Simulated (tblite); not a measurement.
Compound: C7H10FP.
Numbering: `[CH2:1]=[CH:2][C:3]1=[C:4]([F:5])[CH2:6][CH2:7][P:8]1[CH3:9]` (hydrogens: H10, H11 on C1; H12 on C2; H13, H14 on C6; H15, H16 on C7; H17, H18, H19 on C9)

Cartesian coordinates in Å at the GFN2-xTB level; atoms count from 1:
```
atom  x, y, z in Å
C1     2.2159    1.9571    0.0630
C2     1.8432    0.9256   -0.6848
C3     0.7923    0.0132   -0.2990
C4     0.3810   -1.0511   -0.9951
F5     0.9068   -1.4064   -2.1873
C6    -0.7257   -1.9049   -0.4722
C7    -0.9284   -1.4967    0.9877
P8    -0.1657    0.1950    1.2599
C9    -1.5288    1.2497    0.5651
H10    1.7393    2.1508    1.0122
H11    3.0014    2.6285   -0.2366
H12    2.3215    0.7223   -1.6351
H13   -1.6284   -1.7382   -1.0689
H14   -0.4672   -2.9621   -0.5684
H15   -0.4064   -2.1908    1.6507
H16   -1.9783   -1.4874    1.2813
H17   -1.9108    0.8431   -0.3691
H18   -2.3309    1.3106    1.2986
H19   -1.1404    2.2510    0.3906
```

Calculated harmonic vibrations of the isolated species, GFN2-xTB (tblite), most abundant isotopes, no scaling. Against measured fundamentals such values can be off by several per cent, at times by over 20. One conformer, not necessarily the lowest.

Harmonic wavenumbers (cm⁻¹): 80.5, 111.5, 126.3, 155.7, 169.2, 187.4, 244.4, 309.8, 339.4, 439.4, 452.6, 479.9, 519.4, 638.3, 680.0, 680.7, 725.9, 767.9, 865.4, 878.4, 880.3, 917.6, 943.4, 1002.3, 1006.3, 1048.0, 1100.9, 1156.4, 1172.8, 1215.5, 1246.0, 1280.0, 1304.4, 1309.5, 1392.9, 1437.8, 1445.4, 1451.4, 1470.1, 1656.9, 1663.8, 2930.2, 2962.1, 2973.0, 2987.7, 3003.3, 3011.1, 3020.1, 3048.9, 3078.5, 3132.0.

A = 1545, B = 1492, C = 888.1 MHz; mass 144.050 u (most abundant isotopes); point group C1, symmetry number 1.

Task: Zero-point energy?

Result: Half the sum of the wavenumbers: 32550 cm⁻¹ = 93.07 kcal/mol.

Task: Entropy at 500 K, 1 bar (ideal gas, RRHO, classical rotation)?

Result: Translation 43.40, rotation 30.98, vibration 48.67: S = 123.1 cal/(mol K).

Task: And Cp and H(500 K) − H(0)?

Result: Cp = 58.26 cal/(mol K), of which vibrations give 50.31 (their classical limit is 51 R = 101.3); H(500 K) − H(0) = 16.97 kcal/mol without the zero-point energy, 13.00 from vibrations.

Task: What must be added to the electronic energy to get the Gibbs energy at 500 K and 1 bar?

Result: ZPE + [H(500 K) − H(0)] − T·S = 93.07 + 16.97 − 61.53 = 48.51 kcal/mol.

Task: Which modes carry the vibrational entropy at 500 K?

Result: 80.5 cm⁻¹: 4.90; 111.5 cm⁻¹: 4.25; 126.3 cm⁻¹: 4.01; 155.7 cm⁻¹: 3.60; 169.2 cm⁻¹: 3.44; 187.4 cm⁻¹: 3.24 cal/(mol K); the other 45 give 25.23 together.

Task: Blend soft modes into free rotors: weight 1/[1 + (100 cm⁻¹/ν̃)⁴] for the oscillator and the rest for a rotor with moment μB/(μ + B), μ = h/(8π²ν), B = 10⁻⁴⁴ kg m². What vibrational entropy results?

Result: 46.91 cal/(mol K) in place of 48.67, which changes −T·S at 500 K by +0.88 kcal/mol.

Hindered rotation and anharmonicity are outside this model. Other conformers, if any are populated, would add a mixing term that is left out. The structure is chiral; the term R ln 2 for an equal mix with its mirror image is left out.
